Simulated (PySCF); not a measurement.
# Vertical excitation energies

Compound: C7H13NSi.
Z-matrix (Å and degrees, PBE0-D3(BJ)/def2-SVP geometry), rows numbered from 1:
```
C 
C   1  1.5262
C   2  1.4969  1  113.44
C   3  1.4304  2  126.84  1   -67.73
C   4  1.3759  3  108.29  2   178.90
C   5  1.4892  4  130.11  3   179.33
N   5  1.3858  4  108.00  3    -0.22
Si  7  1.7676  5  126.68  4   179.41
C   3  1.3740  2  126.99  1   110.60
H   1  1.1012  2  111.13  3    57.58
H   1  1.1007  2  110.90  3   -61.65
H   1  1.1013  2  111.44  3   177.82
H   2  1.1022  1  109.65  3   122.21
H   2  1.1041  1  109.20  3  -122.20
H   4  1.0897  3  126.60  2    -1.44
H   6  1.1036  5  112.31  4   120.68
H   6  1.1037  5  112.33  4  -118.11
H   6  1.0980  5  109.82  4     1.29
H   8  1.4918  7  110.66  5    60.34
H   8  1.4919  7  110.65  5   -60.09
H   8  1.4880  7  105.97  5  -179.88
H   9  1.0891  3  129.67  2     1.43
```

Theory: PySCF, TDDFT PBE0/def2-SVPD, vertical, gas phase, core orbitals frozen in the response.

```
state  E (eV)  λ (nm)       f  |μ| (D)   main configurations (H = HOMO, L = LUMO)
   S1    5.07   244.4  0.0014     0.26                                  H→L (99%)
   S2    5.51   224.9  0.0034     0.41                                H→L+1 (95%)
   S3    5.82   212.9   0.032     1.20      H→L+2 (46%), H→L+3 (28%), H→L+5 (13%)
   S4    5.85   212.0  0.0082     0.61      H→L+3 (57%), H→L+4 (19%), H→L+2 (18%)
   S5    5.97   207.7  0.0010     0.21                                H-1→L (94%)
   S6    6.00   206.6   0.035     1.25                   H→L+4 (63%), H→L+2 (23%)
   S7    6.12   202.6   0.085     1.91        H→L+5 (76%), H→L+4 (8%), H→L+2 (8%)
   S8    6.24   198.8  0.0078     0.58                                H→L+6 (94%)
   S9    6.43   192.9   0.056     1.52   H-1→L+1 (59%), H-1→L+2 (20%), H→L+8 (9%)
  S10    6.44   192.5   0.055     1.50  H-1→L+1 (36%), H-1→L+2 (34%), H→L+8 (15%)
```

Triplets, Tamm–Dancoff:

```csv
state,E (eV),λ (nm),"main configurations (H = HOMO, L = LUMO)"
T1,4.00,309.9,H→L+2 (89%)
T2,5.03,246.3,H→L (93%)
T3,5.08,244.2,"H-1→L+2 (45%), H→L+8 (14%), H→L+4 (8%)"
T4,5.47,226.6,H→L+1 (89%)
```

The lowest singlet comes at 244 nm (489 kJ/mol) in the ultraviolet; it is very weak; its leading configuration is HOMO→LUMO (99%). The most intense listed level is S7 at 6.12 eV (203 nm, f = 0.085), 1.05 eV above S1. Löwdin shares by element: HOMO carbon 76% or more (atoms not listed hold the other 24%); LUMO silicon 38%, hydrogen 30% or more (atoms not listed hold the other 32%). Orbital energies (eV): HOMO-3 -9.50, HOMO-2 -9.13, HOMO-1 -6.76, HOMO -5.83, LUMO 0.29, LUMO+1 0.57, LUMO+2 0.70. The listed states span 1.37 eV, and the widest gap between neighbours is 0.44 eV (S1 to S2). The oscillator strengths of these states sum to 0.284; summed over the whole spectrum of an exact calculation they would give the number of electrons, 76 (Thomas–Reiche–Kuhn). The vertical ionisation energy (ΔSCF) is 7.55 eV, 1.10 eV above S10. Singlets were solved by full linear response, triplets in the Tamm–Dancoff approximation.

Hardware: Arm Neoverse N1, one thread (shared host). Cost: 11 min wall, 1.2 GiB resident at most.

One conformer stands for the species.
